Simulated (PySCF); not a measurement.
P⁻ (phosphorus, charge -1) across methods

[Ne] 3s2 3p4, high-spin 3P determinant. Calculation: PySCF 2.14, in def2-QZVPPD (10s6p5d2f1g, 76 functions); the non-relativistic Hamiltonian (point nucleus).

```csv
method,E (hartree),mean ε 3s β (eV),mean ε 3p α (eV),mean ε 3p β (eV),Σ⟨r²⟩ (bohr²),⟨S²⟩
BLYP,-341.3018,-4.985,1.531,2.511,45.98,2.004
PBE,-341.1398,-5.006,1.268,2.395,45.66,2.005
r2SCAN,-341.2720,-5.057,0.927,2.195,45.44,2.009
CAM-B3LYP,-341.3093,-7.928,-0.926,0.255,45.42,2.005
revPBE,-341.2358,-4.918,1.297,2.417,45.54,2.006
PBE0,-341.1685,-6.339,0.200,1.451,45.28,2.006
UHF,-340.70228,-9.240,-2.423,-0.593,45.46,2.015
LDA,-340.0357,-5.248,1.189,2.349,46.00,2.003
HSE06,-341.1855,-5.954,0.591,1.829,45.37,2.006
```

The highest occupied level is positive at BLYP, PBE, r2SCAN, CAM-B3LYP, revPBE, PBE0, LDA, HSE06: only the finite basis holds that electron, which in a density functional comes from self-interaction.
